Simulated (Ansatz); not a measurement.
Input and output for C4H7Al, SMILES `CC1=[CH][AlH][CH2]1`.

```yaml
crystal:
  periodic: [false, false, false]
  atoms:
    - {symbol: C, position_ang: [-1.330867, -0.497592, 0.886417]}
    - {symbol: C, position_ang: [-0.065300, -0.024797, 0.249353]}
    - {symbol: C, position_ang: [1.036233, 0.441579, 0.888878]}
    - {symbol: Al, position_ang: [1.831514, 0.692573, -0.822348]}
    - {symbol: C, position_ang: [0.067227, -0.042089, -1.273130]}
    - {symbol: H, position_ang: [-2.179778, 0.089843, 0.521375]}
    - {symbol: H, position_ang: [-1.295136, -0.429695, 1.974803]}
    - {symbol: H, position_ang: [-1.531221, -1.535725, 0.601403]}
    - {symbol: H, position_ang: [1.086827, 0.508843, 1.970178]}
    - {symbol: H, position_ang: [3.167498, 1.213034, -1.508044]}
    - {symbol: H, position_ang: [-0.023793, -1.050681, -1.688122]}
    - {symbol: H, position_ang: [-0.686305, 0.579508, -1.766563]}
basis:
  gaussian: {orbitals: "6-31G*"}
total_charge: -1
magnetization: {spin_polarized: true, initial_magnetization: 1}
hamiltonian: {xc: {name: r2SCANh}}
accuracy: high
```

```sh
$ ansatz run in.yaml --threads 4 --pin off --events-out ev --progress --plain --max-ram 10444MiB
```

It prints (some lines left out):

```
Functional definition: r2SCANh
2225 factors; integrals over basis functions are off by at most 3.5e-9 eV
mean field evaluation 1: about -10848.6277 eV, gradient 2.9e1 eV
mean field evaluation 2: about -10843.9858 eV, gradient 3.9e1 eV
mean field evaluation 4: about -10853.0780 eV, gradient 2.3e0 eV
mean field evaluation 8: about -10853.1822 eV, gradient 2.8e-1 eV
mean field evaluation 16: about -10853.1833 eV, gradient 2.8e-3 eV
mean field evaluation 32: about -10853.1833 eV, gradient 9.4e-8 eV
mean field -10853.18327666 eV, -398.8471288653 hartree, gradient 9.4e-8 eV, S^2 0.775747; 0 other end points of the search recorded, 0 dependent functions left out
reference -10853.18328064 eV, -398.8471290116 hartree; 23, 22 occupied and 70, 71 virtual orbitals, 2225 factors
Total energy: -10853.18328064 eV, -398.8471290116 hartree
```

Run time 8.5 s (4 threads of an AMD EPYC 7B13 on a shared host); peak host memory 0.76 GiB.
